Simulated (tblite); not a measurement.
Compound: C6H13NOSi.
Cartesian coordinates in Å at the GFN2-xTB level; atoms count from 1:
```xyz
22
C6H13NOSi angstrom
C     -0.8467   -1.4604   -1.6464
C     -0.8877   -1.2454   -0.1341
O     -2.2210   -0.9813    0.2285
C      0.0351   -0.0825    0.2215
N     -0.3559    1.1019    0.3597
Si    -1.8714    1.8956    0.1908
C      1.4606   -0.4244    0.3813
C      2.2830    0.3702    1.3690
C      2.4878    0.5809   -0.0861
H     -1.5192   -2.2699   -1.9180
H      0.1627   -1.7019   -1.9676
H     -1.1763   -0.5510   -2.1417
H     -0.5313   -2.1546    0.3791
H     -2.2670   -0.8193    1.1761
H     -1.4230    3.2508   -0.1458
H     -2.4975    1.8650    1.5174
H     -2.8189    1.4476   -0.8276
H      1.6997   -1.4740    0.2631
H      3.0354   -0.1574    1.9353
H      1.7572    1.1373    1.9157
H      2.0983    1.4890   -0.5191
H      3.3855    0.2032   -0.5518
```

Computed values, GFN2-xTB/tblite, gas phase, harmonic and unscaled. This tight-binding method is rough: wavenumbers can miss measured ones by several per cent, in bad cases by 10 to 20. Modes of hydrogen on silicon can be 10 to 20 % off. One conformer, not necessarily the lowest.

Harmonic wavenumbers (cm⁻¹): 42.3, 65.0, 66.9, 121.9, 144.1, 170.0, 191.5, 220.6, 280.5, 323.9, 340.2, 369.7, 442.8, 568.6, 583.3, 618.5, 660.6, 738.2, 774.3, 802.3, 806.3, 847.9, 866.2, 909.0, 930.6, 938.8, 971.6, 1034.8, 1044.0, 1065.2, 1072.2, 1074.3, 1090.0, 1137.0, 1157.1, 1160.1, 1232.5, 1256.5, 1286.6, 1331.8, 1367.5, 1390.6, 1411.5, 1468.5, 1468.7, 1488.1, 1741.2, 2204.5, 2220.7, 2264.2, 2827.6, 3041.0, 3045.1, 3047.5, 3051.5, 3086.3, 3086.8, 3104.2, 3120.1, 3557.1.

A = 1729, B = 1071, C = 778.8 MHz; mass 143.077 u (most abundant isotopes); point group C1, symmetry number 1.

**Question.** Zero-point energy?

**Answer.** Half the sum of the wavenumbers: 38365 cm⁻¹ = 458.95 kJ/mol.

**Question.** Give the ideal-gas entropy at 298.15 K and 1 bar in the rigid-rotor, harmonic-oscillator model (classical rotation).

**Answer.** Translation 170.76, rotation 124.64, vibration 152.00: S = 447.4 J/(mol K).

**Question.** And Cp and H(298.15 K) − H(0)?

**Answer.** Cp = 186.98 J/(mol K), of which vibrations give 153.73 (their classical limit is 60 R = 498.9); H(298.15 K) − H(0) = 33.39 kJ/mol without the zero-point energy, 23.47 from vibrations.

**Question.** What must be added to the electronic energy to get the Gibbs energy at 298.15 K and 1 bar?

**Answer.** ZPE + [H(298.15 K) − H(0)] − T·S = 458.95 + 33.39 − 133.39 = 358.95 kJ/mol.

**Question.** How do the functions run with temperature in this model?

**Answer.** 
```json
{"T (K)": "50", "S (J/(mol K))": "254.0", "Cp (J/(mol K))": "62.1", "H − H(0) (kJ/mol)": "2.26", "G − H(0) (kJ/mol)": "-10.44", "ln q(vib)": "0.74"}
{"T (K)": "100", "S (J/(mol K))": "306.3", "Cp (J/(mol K))": "90.7", "H − H(0) (kJ/mol)": "6.11", "G − H(0) (kJ/mol)": "-24.52", "ln q(vib)": "2.33"}
{"T (K)": "373.15", "S (J/(mol K))": "493.5", "Cp (J/(mol K))": "224.6", "H − H(0) (kJ/mol)": "48.84", "G − H(0) (kJ/mol)": "-135.30", "ln q(vib)": "11.18"}
{"T (K)": "500", "S (J/(mol K))": "567.1", "Cp (J/(mol K))": "279.3", "H − H(0) (kJ/mol)": "80.94", "G − H(0) (kJ/mol)": "-202.63", "ln q(vib)": "15.14"}
{"T (K)": "750", "S (J/(mol K))": "695.8", "Cp (J/(mol K))": "354.4", "H − H(0) (kJ/mol)": "160.89", "G − H(0) (kJ/mol)": "-360.94", "ln q(vib)": "22.66"}
{"T (K)": "1000", "S (J/(mol K))": "804.8", "Cp (J/(mol K))": "402.7", "H − H(0) (kJ/mol)": "255.93", "G − H(0) (kJ/mol)": "-548.87", "ln q(vib)": "29.65"}
```

q(vib) and H(0) count from the zero-point level.

**Question.** Blend soft modes into free rotors: weight 1/[1 + (100 cm⁻¹/ν̃)⁴] for the oscillator and the rest for a rotor with moment μB/(μ + B), μ = h/(8π²ν), B = 10⁻⁴⁴ kg m². What vibrational entropy results?

**Answer.** 138.42 J/(mol K) in place of 152.00, which changes −T·S at 298.15 K by +4.05 kJ/mol.

**Question.** Which modes carry the vibrational entropy at 298.15 K?

**Answer.** 42.3 cm⁻¹: 21.54; 65.0 cm⁻¹: 17.99; 66.9 cm⁻¹: 17.75; 121.9 cm⁻¹: 12.84; 144.1 cm⁻¹: 11.50; 170.0 cm⁻¹: 10.19 J/(mol K); the other 54 give 60.19 together.

Hindered rotation and anharmonicity are outside this model. Other conformers, if any are populated, would add a mixing term that is left out. The structure is chiral; the term R ln 2 for an equal mix with its mirror image is left out.

Time: 1.7 s wall. Hardware: an Arm Neoverse N1 with one thread, no GPU, shared host with 64 logical CPUs at a one-minute load of 61. The figure is for the frequency step alone.
